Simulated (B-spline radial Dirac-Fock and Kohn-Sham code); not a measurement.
What relativity does to the binding energies of Yb⁶³⁺

System: the Yb⁶³⁺ ion, [He] 2s2 2p3.

Both columns are ΔSCF binding energies of the configuration average from a radial atomic solver: non-relativistic Hartree-Fock with a point nucleus, and Dirac-Fock with a finite nucleus and the Coulomb interaction alone, averaged over the two j levels with weights 2j+1.

```tsv
shell	Hartree-Fock (eV)	Dirac-Fock (eV)	shift (eV)	shift (%)
1s	63449.5	68121.9	+4672.36	+7.36
2s	14823.6	16197.9	+1374.33	+9.27
2p	14601.4	15155.1	+553.70	+3.79
```

Relativity binds 1s, 2s, 2p more strongly, among those listed most of all 2s in relative terms.

Values without a named source are computed, but for edge energies of neutral atoms, which are taken from tables.
